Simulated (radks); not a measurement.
All-electron atom: Rb16+ in [Ar] 3d3. All-electron calculation, Dirac Kohn-Sham, exchange-only PBE, spin-unpolarised, spherical densities, finite nucleus; open shells fill j = l - 1/2 first; Fermi nuclear charge, rms radius 4.2036 fm. Program: a radial shooting solver on a logarithmic mesh with Libxc functionals.

Normalised radial functions P(r) = r R(r) (large component), r in bohr:

r	2p1/2	3p3/2
0.003336	0.0240	0.0071
0.004173	0.0344	0.0109
0.005179	0.0489	0.0165
0.006479	0.0708	0.0251
0.008106	0.1026	0.0379
0.01014	0.1486	0.0569
0.01269	0.2145	0.0847
0.01587	0.3075	0.1244
0.01986	0.4362	0.1801
0.02484	0.6100	0.2558
0.03108	0.8369	0.3549
0.03889	1.1200	0.4778
0.04826	1.4399	0.6136
0.06038	1.7979	0.7572
0.07554	2.1386	0.8740
0.0945	2.3956	0.9177
0.1182	2.4920	0.8311
0.1479	2.3669	0.5632
0.1851	2.0111	0.0996
0.2315	1.4909	-0.5036
0.2896	0.9359	-1.1068
0.3624	0.4796	-1.5215
0.4533	0.1914	-1.5975
0.5626	0.0590	-1.3405
0.7039	0.0120	-0.8802
0.8806	0.0015	-0.4398
1.102	0.0001	-0.1584
1.378	0.0000	-0.0381

2p1/2: eigenvalue -2357.8 eV, 0 radial nodes, <r> = 0.152 bohr, 90 % of the charge inside 0.248 bohr. 3p3/2: eigenvalue -680.60 eV, 1 radial node at r = 0.193 bohr, <r> = 0.469 bohr, 90 % of the charge inside 0.700 bohr.
